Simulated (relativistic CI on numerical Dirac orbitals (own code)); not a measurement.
**Sensitivity of the levels of Nd XXI to α and to the nuclear radius**

Calculated at this level of theory: Dirac-Coulomb-Breit CI, separate exchange-only KLI orbitals for each configuration, derivatives by finite differences, unscaled Slater integrals, QED left out (own radial code, finite nucleus).

CI space (outside the closed core [Ar] 3d10 4s2): 4p⁶4d⁴, 4p⁵4d⁵, 4p⁶4d³4f, 4p⁶4d²5s², 4p⁶4d4f5s². Double excitations out of closed p, d and f shells are left out; levels of such configurations are missing from the list, as are those of other unlisted configurations, and high levels can miss mixing partners.

With x = (α/α₀)² − 1 an excitation energy changes as ω = ω₀ + qx; K = 2q/ω₀ is the relative enhancement. Terms are leading LS components, so labels can repeat. The field-shift factor is F = δν/δ⟨r²⟩ for the transition from the lowest level.

Lowest level 4p⁶4d⁴ ⁵D0.

| Level | ω₀ (cm⁻¹) | q (cm⁻¹) | K | F (GHz/fm²) |
| --- | --- | --- | --- | --- |
| 4p⁶4d⁴ ⁵D1 | 21451.2 | 36520 | 3.4 | 0.483 |
| 4p⁶4d⁴ ⁵D2 | 37024.4 | 53720 | 2.9 | 0.732 |
| 4p⁶4d⁴ ⁵D3 | 47159.5 | 58020 | 2.46 | 0.819 |
| 4p⁶4d⁴ ⁵D4 | 50116.7 | 44760 | 1.79 | 0.685 |
| 4p⁶4d⁴ ⁵D0 | 70806.3 | 64080 | 1.81 | 0.978 |
| 4p⁶4d⁴ ³H4 | 74096.2 | 66680 | 1.8 | 1.02 |
| 4p⁶4d⁴ ³G3 | 84918.2 | 59680 | 1.41 | 0.983 |
| 4p⁶4d⁴ ³F2 | 87282.3 | 55440 | 1.27 | 0.946 |
| 4p⁶4d⁴ ³H5 | 90756.8 | 70230 | 1.55 | 1.12 |
| 4p⁶4d⁴ ³P1 | 94191.0 | 74000 | 1.57 | 1.18 |
| 4p⁶4d⁴ ³H6 | 97591.9 | 72250 | 1.48 | 1.17 |
| 4p⁶4d⁴ ³G4 | 107031.9 | 75270 | 1.41 | 1.24 |
| 4p⁶4d⁴ ³D2 | 110340.2 | 73610 | 1.33 | 1.23 |
| 4p⁶4d⁴ ³D3 | 113263.8 | 67310 | 1.19 | 1.18 |
| 4p⁶4d⁴ ³F4 | 117633.7 | 99170 | 1.69 | 1.54 |
| 4p⁶4d⁴ ³F3 | 128238.8 | 103400 | 1.61 | 1.63 |
| 4p⁶4d⁴ ¹D2 | 132224.1 | 85590 | 1.29 | 1.45 |
| 4p⁶4d⁴ ³G5 | 136319.3 | 110700 | 1.62 | 1.74 |
| 4p⁶4d⁴ ¹I6 | 140509.9 | 108200 | 1.54 | 1.73 |
| 4p⁶4d⁴ ³D1 | 140652.0 | 103100 | 1.47 | 1.67 |
| 4p⁶4d⁴ ³F4 | 153110.5 | 88140 | 1.15 | 1.56 |
| 4p⁶4d⁴ ³P2 | 157157.6 | 96350 | 1.23 | 1.67 |
| 4p⁶4d⁴ ¹S0 | 158848.1 | 106300 | 1.34 | 1.78 |

At this charge energies of transitions that change n are usually good to better than 1 %, and those within a shell (Δn = 0) to a few per cent. Terms inside the open d or f shell come out 10 to 20 % too wide with unscaled integrals.
